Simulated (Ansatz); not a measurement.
Relaxation of ClF$_{3}$H$_{2}$O$_{2}$Ta (9 atoms, charge 0, multiplicity 2), to a largest force component of 0.03 eV/Å in at most 50 steps.

These are results of Ansatz 0.2.0, UKS PBE/def2-SVP, not measurements.

```xyz
9
Properties=species:S:1:pos:R:3
Ta -0.240 -0.121 0.010
Cl 2.065 -0.245 -0.879
O 0.711 -0.156 1.591
H 1.765 -0.230 1.755
O -0.464 -0.199 -1.915
H -0.014 -0.291 -2.770
F -1.143 1.500 0.259
F -1.368 -1.575 0.363
F 3.109 -0.310 1.586
```

Q: Where does it end, and by what steps?

A: It converged. After 7 steps the energy has fallen by 0.201 eV; F9 moved furthest, 0.29 Å.

| step | energy less start (eV) | largest force component (eV/Å) | accepted |
| --- | --- | --- | --- |
| 0 | 0.0000 | 0.581 | yes |
| 1 | -0.1604 | 0.437 | yes |
| 2 | -0.1855 | 0.405 | yes |
| 3 | -0.1988 | 0.095 | yes |
| 4 | -0.1996 | 0.101 | yes |
| 5 | -0.2005 | 0.071 | yes |
| 6 | -0.1999 | 0.281 | no |
| 7 | -0.2011 | 0.024 | yes |

```xyz
9
Properties=species:S:1:pos:R:3
Ta -0.270 -0.124 0.034
Cl 2.117 -0.264 -0.746
O 0.676 -0.162 1.627
H 1.729 -0.223 1.705
O -0.417 -0.203 -1.885
H 0.120 -0.284 -2.692
F -1.177 1.495 0.273
F -1.417 -1.563 0.380
F 3.061 -0.300 1.303
```

Whether the end is a true minimum wasn't checked by a vibrational analysis.

Run time: 17 s on 4 threads of Intel(R) Xeon(R) 6975P-C (Granite Rapids), on a shared host, peak memory 0.28 GiB.
